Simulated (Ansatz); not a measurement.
Basis-set extrapolation for `C[SiH]1C=C1` (PBE0-D4/def2-TZVP geometry, frozen core, the Gaussian-basis code of Ansatz). Multiplicity 1, RHF reference.

```tsv
	def2-TZVPP	def2-QZVPP
HF	-406.020667	-406.035003
MP2 correlation	-0.610172	-0.649987
CCSD(T) correlation	-0.679016	not run
```

Energies in hartree. Use E(X) = E(∞) + A·exp(−7.88·√X) for Hartree–Fock and E(X) = E(∞) + B·X^(−2.97) for correlation, with X = 3 and 4, and add CCSD(T) minus MP2 of the smaller set to the MP2 limit.

Q: What is the CCSD(T) energy at the basis-set limit?

A: HF limit: -406.035003 + (-0.014336) × 0.13774 = -406.03698. MP2 limit: -0.649987 + (-0.039815) × 0.74074 = -0.67948. Higher-order term: -0.679016 − (-0.610172) = -0.06884. Total: -406.78530 hartree, 224.8 kJ/mol below CCSD(T)/def2-TZVPP.
